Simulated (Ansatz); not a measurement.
```xyz
4

F     0.0000   -0.4150   -1.2896
H     0.0000    0.4916   -0.8625
F     0.0000    0.4150    1.2896
H     0.0000   -0.4916    0.8625
```

Basis set: cc-pVDZ (spherical functions). Left uncorrelated: 2 orbitals. Charge 0, multiplicity 1.

Computed with Ansatz (development build ahead of 0.2.0); each method stands on the lowest determinant of its kind that the runs found. Restricted open shells among the atoms or ions are ROHF, correlated in semicanonical orbitals with singles.

Problem. Give the atomization energy at this shape (free ground-state atoms in the same class of orbitals less the molecule, no zero-point energy) of singlet H₂F₂ by RHF-MP2, RHF.

Solution.

```
 method  atomization energy
RHF-MP2     258.44 kcal/mol
    RHF     180.06 kcal/mol
```

Caution: the shape is not the minimum.
